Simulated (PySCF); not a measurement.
C4H10B2F2O.
InChI=1S/C4H10B2F2O/c5-9-3-1-2-4(9)6(7)8/h4H,1-3H2,5H3/t4-/m0/s1

The closed-shell ground state was solved at several levels (PySCF, density fitting, gas phase, non-relativistic). Geometry: PBE0-D3(BJ)/def2-SVP, one conformer, isolated molecule.

```json
{"level": "B3LYP/def2-SVPD", "basis functions": "269", "HOMO (eV)": "-8.19", "LUMO (eV)": "-0.28", "gap (eV)": "7.91", "dipole (D)": "5.73"}
{"level": "KT2/pcSseg-1", "basis functions": "203", "HOMO (eV)": "-7.00", "LUMO (eV)": "-1.02", "gap (eV)": "5.98", "dipole (D)": "5.61"}
```

Problem. What might PBE0/pcSseg-1 (203 basis functions) give for the same quantities?

Solution. HOMO -8.36 eV, LUMO 0.09 eV, gap 8.45 eV, dipole 5.82 D.

Problem. Over all these levels, which gives the widest orbital gap and which the narrowest?

Solution. PBE0/pcSseg-1 (global hybrid, 25 % exact exchange) has the widest, 8.45 eV, and KT2/pcSseg-1 (GGA) the narrowest, 5.98 eV. The two share the basis. From the narrowest to the widest the HOMO moves by -1.36 eV and the LUMO by +1.11 eV.

Problem. How far do the dipole and the HOMO energy spread over the levels?

Solution. The dipole runs from 5.61 to 5.82 D (mean 5.72 D) and the HOMO from -8.36 to -7.00 eV.
